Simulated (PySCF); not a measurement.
Species: Se8.
SMILES: `[Se]1[Se][Se][Se][Se][Se][Se][Se]1`

Theory: TDDFT CAM-B3LYP/def2-SVPD, vertical, gas phase, core orbitals frozen in the response (PySCF 2.14.0, density-fitted response routines). One conformer (not necessarily the lowest) at the PBE0-D3(BJ)/def2-SVP geometry, without solvent, vibrations or thermal averaging. Relativistic effects, spin–orbit coupling among them, are left out although an element past zinc is present.

List the vertical singlet excitations with oscillator strengths and describe the spectrum.

```tsv
state	E (eV)	λ (nm)	ν̃ (cm⁻¹)	f	main configurations (H = HOMO, L = LUMO)
S1	3.53	351.7	28430	0.0001	H→L (72%)
S2	3.55	349.1	28650	0.0003	H→L+1 (41%), H-1→L (30%)
S3	3.65	339.4	29460	0.0001	H-1→L+1 (72%), H→L (9%)
S4	3.67	338.1	29580	0.0000	H-1→L (48%), H→L+1 (36%)
S5	3.69	336.0	29760	0.0014	H-2→L+1 (47%), H-3→L (22%), H-5→L+2 (17%)
S6	3.70	334.7	29880	0.059	H→L+2 (53%)
S7	3.74	331.6	30150	0.0008	H-4→L (36%), H-2→L (23%), H-6→L+2 (16%)
S8	3.75	330.5	30260	0.059	H-1→L+2 (51%), H-4→L (10%), H-3→L (8%)
S9	3.87	320.2	31230	0.023	H-2→L+2 (49%), H-5→L+1 (25%), H-6→L (15%)
S10	3.99	310.6	32200	0.0006	H-2→L (51%), H-3→L+1 (20%)
```

Triplets, Tamm–Dancoff:

| state | E (eV) | λ (nm) | main configurations (H = HOMO, L = LUMO) |
| --- | --- | --- | --- |
| T1 | 2.96 | 419.4 | H→L (55%), H-3→L+2 (14%), H-4→L+2 (10%) |
| T2 | 2.98 | 416.7 | H→L+1 (28%), H-1→L (25%), H-3→L+2 (15%) |
| T3 | 3.03 | 409.5 | H→L+2 (46%), H-3→L (12%), H-3→L+1 (9%) |
| T4 | 3.08 | 402.2 | H-1→L+2 (46%), H-3→L (13%), H-3→L+1 (9%) |

The lowest singlet lies at 3.53 eV (352 nm, ultraviolet) and is dark (f under 0.0005); its leading configuration is HOMO→LUMO (72%). The largest oscillator strength of a single state is 0.059. Orbital energies (eV): HOMO-3 -8.51, HOMO-2 -8.41, HOMO-1 -8.26, HOMO -8.18, LUMO -1.72, LUMO+1 -1.67, LUMO+2 -1.49. Weighted by f, the mean energy of these states is 3.75 eV. The listed states span 0.47 eV. No computed singlet lies in the visible range (380 to 750 nm); the lowest, at 352 nm, stands 0.26 eV above its violet end (3.26 eV); a Tamm–Dancoff triplet lies at 419 nm, without intensity as long as spin–orbit coupling is left out. Only the lowest 10 singlets were computed, as vertical energies without vibronic structure.
